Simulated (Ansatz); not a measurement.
Stretching the B1–H5 bond in C2H3B (SMILES BC#C) (multiplicity 1 held, fragments rigid). Energies count from the point at 1.189 Å.
Geometry at that point (charge 0, multiplicity 1):
```xyz
6

B     -1.19336    -0.05181    -0.71503
C      0.09243     0.00401     0.05538
C      1.12929     0.04903     0.67664
H      2.04114     0.08862     1.22300
H     -1.95464     0.86080    -0.66658
H     -1.44998    -1.00862    -1.37338
```

Restricted levels (R-, RO-) in cc, def2 and unpolarised 6-31G sets keep to the state of the molecule at rest. Unrestricted levels (U-) break spin symmetry where that is lower. Active spaces are followed from a long bond inwards. Levels need not reach the same state.

Cores are frozen in the correlated methods.

The values were computed with Ansatz (an electronic-structure program). Each number belongs to the level named beside it.

Energies in eV.

```tsv
R (Å)	R-CCSD/cc-pVDZ	R-CCSD(T)/cc-pVDZ	U-CCSD(T)/cc-pVDZ	SC-NEVPT2 on CASSCF(2,2)/cc-pVDZ	FIC-MRCISD+Q on CASSCF(2,2)/cc-pVDZ
0.952	1.24	1.24	1.24	1.29	1.24
1.070	0.28	0.28	0.28	0.30	0.28
1.189	0.00	0.00	0.00	0.00	0.00
1.308	0.10	0.10	0.10	0.08	0.10
1.427	0.41	0.40	0.40	0.36	0.40
1.606	1.05	1.03	1.03	0.97	1.03
1.784	1.75	1.71	1.71	1.62	1.71
2.082	2.80	2.73	2.76	2.61	2.72
2.379	3.61	3.48	3.57	3.34	3.48
2.736	4.26	4.02	4.18	3.90	4.04
3.211	4.71	4.23	4.45	4.23	4.37
3.806	4.92	4.10	4.51	4.35	4.49
```

Doubts at one or more of the structures used: a restricted determinant that unrestricted orbitals would lower (R-CCSD/cc-pVDZ, R-CCSD(T)/cc-pVDZ); other coupled-cluster roots lie near (R-CCSD/cc-pVDZ, R-CCSD(T)/cc-pVDZ); T1 above 0.05 (R-CCSD/cc-pVDZ, R-CCSD(T)/cc-pVDZ, U-CCSD(T)/cc-pVDZ); a spin-contaminated determinant (U-CCSD(T)/cc-pVDZ).
